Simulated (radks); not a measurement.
The numbers below are computed, except where a source is named.
Charge is removed step by step from the 3p3/2 level of the europium ion Eu2+, starting from [Ne] 3s2 3p(1/2: 2, 3/2: 4) 3d10 4s2 4p6 4d10 4f7 5s2 5p6. Code: a radial shooting solver on a logarithmic mesh with Libxc functionals. Model: Dirac Kohn-Sham, LDA (Slater exchange, Perdew-Wang correlation), spin-unpolarised, spherical densities, finite nucleus; open shells fill j = l - 1/2 first; Fermi nuclear charge, rms radius 5.1115 fm.

removed (e),E - E(0) (eV),eigenvalue (eV),E minus straight line (eV)
0,0.000,-1449.7,0.000
0.25,363.85,-1461.2,-4.426
0.5,730.60,-1472.9,-5.945
0.75,1100.3,-1484.9,-4.491
1,1473.1,-1497.2,0.000

Removing the whole electron costs 1473.1 eV by Delta-SCF, against 1449.7 eV from minus the eigenvalue at the starting occupation. Slater's transition state (half an electron removed) gives 1472.9 eV. Integrating minus the eigenvalue over the occupation (Janak's theorem) gives 1473.1 eV. The mean slope of the eigenvalue, de/dn, is 47.5 eV per electron.
